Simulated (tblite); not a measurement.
Species: C4H8FNSi2.
Geometry (GFN2-xTB, Å), atoms numbered from 1 in this order:
```
atom  x, y, z in Å
C1     1.8231   -0.7540   -0.4750
C2     0.8473    0.3984   -0.2602
Si3    0.1593    0.6778    1.5265
C4    -1.5547    0.9727    0.6599
F5    -2.6610    0.3681    1.2426
Si6   -0.9187    0.2341   -1.0134
C7    -1.3636   -1.5714   -1.1426
N8    -1.6050   -2.6877   -1.2262
H9     2.7454   -0.5856    0.0785
H10    2.0762   -0.8598   -1.5290
H11    1.3922   -1.6940   -0.1377
H12    1.3232    1.3117   -0.6283
H13    0.1477   -0.5338    2.3375
H14    0.6903    1.8274    2.2582
H15   -1.8212    2.0306    0.5729
H16   -1.2880    0.8744   -2.2752
```

Computed values, GFN2-xTB/tblite, gas phase, harmonic and unscaled. Against measured fundamentals such values can be off by several per cent, at times by over 20. Modes of hydrogen on silicon can be 10 to 20 % off. One conformer, not necessarily the lowest.

Harmonic wavenumbers (cm⁻¹): 40.8, 71.8, 87.2, 207.0, 216.2, 248.8, 259.1, 270.6, 310.8, 348.2, 366.8, 477.5, 486.5, 505.3, 577.2, 587.1, 603.8, 659.1, 679.8, 697.1, 744.6, 757.7, 987.7, 1002.5, 1014.8, 1033.8, 1107.4, 1115.2, 1266.9, 1273.7, 1420.4, 1507.7, 1509.4, 2268.1, 2272.1, 2314.9, 2352.0, 2911.9, 2932.0, 3009.0, 3018.0, 3033.5.

A = 1546, B = 1371, C = 909.1 MHz; mass 145.018 u (most abundant isotopes); point group C1, symmetry number 1.

**Question.** Zero-point energy?

**Answer.** Half the sum of the wavenumbers: 23277 cm⁻¹ = 66.55 kcal/mol.

**Question.** What is S at 298.15 K and 1 bar for an ideal gas of classical rigid rotors and harmonic oscillators?

**Answer.** Translation 40.85, rotation 29.50, vibration 31.27: S = 101.6 cal/(mol K).

**Question.** And Cp and H(298.15 K) − H(0)?

**Answer.** Cp = 41.17 cal/(mol K), of which vibrations give 33.22 (their classical limit is 42 R = 83.5); H(298.15 K) − H(0) = 7.39 kcal/mol without the zero-point energy, 5.02 from vibrations.

**Question.** How do the functions run with temperature in this model?

**Answer.** 
```csv
T (K),S (cal/(mol K)),Cp (cal/(mol K)),H − H(0) (kcal/mol),G − H(0) (kcal/mol),ln q(vib)
150,79.1,25.3,2.40,-9.47,3.10
250,94.8,36.6,5.52,-18.18,5.89
400,114.9,49.2,12.01,-33.95,10.13
600,137.1,60.3,23.05,-59.23,15.47
900,163.7,70.7,42.82,-104.52,22.62
```

q(vib) and H(0) count from the zero-point level.

**Question.** Blend soft modes into free rotors: weight 1/[1 + (100 cm⁻¹/ν̃)⁴] for the oscillator and the rest for a rotor with moment μB/(μ + B), μ = h/(8π²ν), B = 10⁻⁴⁴ kg m². What vibrational entropy results?

**Answer.** 28.69 cal/(mol K) in place of 31.27, which changes −T·S at 298.15 K by +0.77 kcal/mol.

**Question.** What must be added to the electronic energy to get the Gibbs energy at 298.15 K and 1 bar?

**Answer.** ZPE + [H(298.15 K) − H(0)] − T·S = 66.55 + 7.39 − 30.30 = 43.64 kcal/mol.

Hindered rotation and anharmonicity are outside this model. Other conformers, if any are populated, would add a mixing term that is left out. The structure is chiral; the term R ln 2 for an equal mix with its mirror image is left out.

The run took 0.56 s on Arm Neoverse V2, one thread, shared host. The figure is for the frequency step alone.
